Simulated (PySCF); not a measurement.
Computed shifts of a molecule C₅H₁₂O₃Si, PBE/pcSseg-1 run with PySCF, GIAO, gas phase, atoms alike by connectivity averaged where their shifts nearly agree, in ppm (number of nuclei): ¹³C: 148.9 (1), 135.8 (1), 56.7 (1), 55.9 (1), 55.5 (1). ²⁹Si: -56.9 (1). ¹H: 6.61 (2), 6.12 (1), 4.10 (6), 3.96 (3). References: ¹³C against TMS (σ = 182.0 ppm); ²⁹Si against TMS (σ = 335.4 ppm); ¹⁷O against H2O (σ = 334.3 ppm); ¹H against TMS (σ = 31.49 ppm), references at their B3LYP-D3(BJ)/def2-TZVP geometries, non-relativistic. The structure is a stationary point at B3LYP-D3(BJ)/def2-SVP. One conformer was computed; it need not be the lowest.

Problem. Identify the compound among the candidates.
A) C=C[Si](O)(OC)OCC
B) C=CC[Si](O)(OC)OC
C) C=C[Si](OC)(OC)OC

Solution. C, C=C[Si](OC)(OC)OC
